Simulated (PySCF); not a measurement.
SnF3, SMILES [Sn+]([F])([F])[F], charge +1.

Geometry optimised at B3LYP-D3(BJ)/def2-SVP. The spin state was assumed, not searched. The isomer is the one that the SMILES or the coordinates give; other isomers of the formula were not compared. The def2 effective core potentials stand for the cores of Sn; spin–orbit coupling is left out.

Level of theory: TDA-CAM-B3LYP/def2-SVPD run with PySCF 2.14.0.

Vertical excitations; the highest root listed may be one member of a degenerate set. Gas-phase values at a fixed geometry. State labels are in the subgroup C2v.

Computed excitation energies, oscillator strengths and character:
```tsv
state	symmetry	energy (eV)	λ (nm)	f	main pairs
S1	B1	5.29	234	0.000	HOMO−2→LUMO 96 %
S2	A2	5.37	231	0.000	HOMO−4→LUMO (degenerate set)
S3	B2	5.37	231	0.000	HOMO−3→LUMO (degenerate set)
S4	A1	5.54	224	0.032	HOMO→LUMO (degenerate set)
S5	B1	5.54	224	0.032	HOMO−1→LUMO (degenerate set)
S6	B2	6.10	203	0.038	HOMO−5→LUMO 98 %
S7	A1	7.49	165	0.053	HOMO−7→LUMO, HOMO−3→LUMO+1 (degenerate set)
S8	B1	7.49	165	0.053	HOMO−6→LUMO, HOMO−4→LUMO+1 (degenerate set)
S9	B2	7.95	156	0.000	HOMO→LUMO+1 (degenerate set)
S10	A2	7.95	156	0.000	HOMO−1→LUMO+1 (degenerate set)
T1	A1	4.69	264	0	HOMO→LUMO (degenerate set)
T2	B1	4.69	264	0	HOMO−1→LUMO (degenerate set)
T3	B1	4.76	260	0	HOMO−2→LUMO 95 %
T4	A2	4.84	256	0	HOMO−4→LUMO 97 %
```
Triplets are in the Tamm–Dancoff approximation.
